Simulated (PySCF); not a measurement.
Cd(Et)2 (C4H10Cd), SMILES C[CH2][Cd][CH2]C.

Geometry: PBE0-D3(BJ)/def2-SVP. The isomer is the one that the SMILES or the coordinates give; other isomers of the formula were not compared. The def2 effective core potentials stand for the cores of Cd; spin–orbit coupling is left out. One conformer was computed; it need not be the lowest.

Computed with PBE0-D3(BJ)/def2-SVP in PySCF.

Frequencies are harmonic and unscaled.

A small imaginary wavenumber (i) marks a very flat motion, where grid noise or a shallow saddle decides the sign.

Computed harmonic wavenumbers and intensities:
| mode | ν (cm⁻¹) | IR (km/mol) | moving atoms (share of kinetic energy) |
|---|---|---|---|
| 1 | 5i | 0.0 | C 50 %, H 43 % |
| 2 | 81 | 0.4 | C 45 %, H 36 %, Cd 20 % |
| 3 | 84 | 0.4 | C 46 %, H 38 %, Cd 16 % |
| 4 | 198 | 1.0 | C 54 %, H 42 % |
| 5 | 213 | 1.0 | H 58 %, C 34 % |
| 6 | 245 | 2.2 | H 71 %, C 24 % |
| 7 | 251 | 4.2 | H 54 %, C 33 %, Cd 13 % |
| 8 | 446 | 1.5 | C 75 %, H 24 % |
| 9 | 504 | 45.4 | C 58 %, H 22 %, Cd 20 % |
| 10 | 612 | 22.5 | H 80 %, C 19 % |
| 11 | 618 | 25.9 | H 80 %, C 19 % |
| 12 | 926 | 1.7 | H 92 % |
| 13 | 929 | 1.3 | H 92 % |
| 14 | 963 | 2.5 | H 87 %, C 13 % |
| 15 | 964 | 10.5 | H 86 %, C 14 % |
| 16 | 1048 | 4.1 | C 77 %, H 23 % |
| 17 | 1051 | 17.0 | C 75 %, H 25 % |
| 18 | 1189 | 0.0 | H 67 %, C 33 % |
| 19 | 1194 | 26.2 | H 63 %, C 37 % |
| 20 | 1244 | 2.5 | H 76 %, C 24 % |
| 21 | 1244 | 3.2 | H 77 %, C 23 % |
| 22 | 1391 | 17.1 | H 81 %, C 19 % |
| 23 | 1392 | 0.0 | H 82 %, C 18 % |
| 24 | 1437 | 0.2 | H 90 %, C 10 % |
| 25 | 1437 | 1.0 | H 90 %, C 10 % |
| 26 | 1470 | 0.8 | H 96 % |
| 27 | 1470 | 1.9 | H 96 % |
| 28 | 1479 | 6.4 | H 97 % |
| 29 | 1479 | 7.9 | H 97 % |
| 30 | 3027 | 103.0 | H 97 % |
| 31 | 3027 | 26.0 | H 97 % |
| 32 | 3052 | 29.6 | H 95 % |
| 33 | 3053 | 8.1 | H 95 % |
| 34 | 3102 | 2.4 | H 91 %, C 9 % |
| 35 | 3102 | 3.3 | H 91 %, C 9 % |
| 36 | 3105 | 48.3 | H 91 %, C 9 % |
| 37 | 3105 | 7.9 | H 91 %, C 9 % |
| 38 | 3130 | 30.6 | H 91 %, C 9 % |
| 39 | 3130 | 37.0 | H 91 %, C 9 % |
